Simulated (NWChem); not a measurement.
Molecule: GaBrClF; SMILES [F][Ga]([Cl])[Br]

Program: NWChem. Pople sets run with spherical d functions. Structure relaxed at the B3LYP/6-31G* (spherical d) level. Vertical excitations in the gas phase.

Q: Predict the results for Hartree-Fock/6-31G*, TDHF. Quantities: lowest excitation, singlet (eV); lowest triplet (eV); orbital gap (eV).

A: 
```yaml
lowest excitation, singlet (eV): 6.96
lowest triplet (eV): 6.23
orbital gap (eV): 13.19
```
